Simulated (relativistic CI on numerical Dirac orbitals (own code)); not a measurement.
**One change at a time: Hg LXXV**

Base calculation: Dirac-Coulomb-Breit CI, KLI orbitals optimised for each configuration, model QED, unscaled Slater integrals.

Configuration list (outside the closed core 1s2): 2s²2p², 2s2p³, 2p⁴, 2p³3s, 2s²2p3s, 2p³3p, 2p³3d, 2s²2p3p, 2s²2p3d, 2s2p²3s, 2s2p²3p, 2s2p²3d, 2s²2p4s, 2s²2p4p, 2s²2p4d, 2s²2p4f. Levels of other configurations are missing.

The lowest level and the first level of each name with at least 55 % of one term (blank where a level has no safe partner in the second run):

```
     Level  Base (eV)  Shift (eV)
2s²2p² ³P0       0.00        0.00
2s²2p² ³P1    2034.27       +3.36
2s²2p² ¹D2    2052.60       +0.50
2s²2p² ³P2    4117.29       +2.91
2s²2p² ¹S0    4188.17       -2.87
2s2p³ ³D°3    4429.27       +4.61
2s2p³ ³P°0    4502.96       -0.22
2s2p³ ¹D°2    4536.65       -5.27
2s2p³ ³P°1    4541.73       -4.79
   2p⁴ ³P2    4902.54       +0.62
   2p⁴ ¹S0    4976.28       -5.71
   2p⁴ ³P1    6956.72       +3.02
   2p⁴ ¹D2    6975.36       +0.12
   2p⁴ ³P0    9073.03       -0.79
```

At this charge energies of transitions that change n are usually good to better than 1 %, and those within a shell (Δn = 0) to a few per cent.

Question: One thing was changed in a second run, which moved the levels as shown. Which?
A. Breit term removed
B. valence Slater integrals scaled by 0.9
C. configuration mixing switched off
D. QED terms removed

Answer: B. Valence Slater integrals scaled by 0.9. Scaling acts on the splittings between terms and on the mixing, and leaves the fine structure of pure LS terms nearly alone; in jj coupling it moves the levels of one term differently.

LS names give the leading component of a level, which can be under half, so a name can repeat, a term be missing and a line seem to break the LS rules.
